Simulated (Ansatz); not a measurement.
Redistribution: C2H8OSi + Si(CH3)(OH)2(SiH3) → CH8OSi2 + Si(CH3)2(OH)2

Species: C2H8OSi `CO[SiH2]C`, singlet; Si(CH3)(OH)2(SiH3), singlet; CH8OSi2 `CO[SiH2][SiH3]`, singlet; Si(CH3)2(OH)2, singlet. The partners trade CH3 for SiH3; both sit on Si, so the bond types are kept.

Shapes, held fixed at every level: PBE0-D4/def2-TZVP. Flexible molecules stand in one conformer, not always the lowest. Programs: Ansatz 0.2.0. Electronic energies: no zero-point or thermal term.

(1) Estimate ΔE of this reaction.

Answers

(1) The highest level, CCSD(T)/CBS estimate, gives ΔE = -10.8 kJ/mol; the levels span -11.5 to -9.1. The column of differences is taken from that level and isn't an error. No measured value is set beside it here. The CBS estimate extrapolates MP2 from def2-TZVPP and def2-QZVPP and adds CCSD(T) − MP2 in the triple-zeta set, cores frozen.

```tsv
level	kind	ΔE (kJ/mol)	less CCSD(T)/CBS estimate
PBE-D4/def2-TZVPP	GGA	-9.1	+1.7
r2SCAN-D4/def2-TZVPP	meta-GGA	-11.1	-0.3
wB97M-V/def2-TZVPP	range-separated hybrid	-11.1	-0.3
B2PLYP/def2-TZVPP	double hybrid	-10.8	0.0
MP2/def2-TZVPP	perturbation theory	-10.7	+0.1
CCSD(T)/def2-TZVPP	coupled cluster or CI	-11.5	-0.7
CCSD(T)/CBS estimate	coupled cluster or CI	-10.8	0.0
```
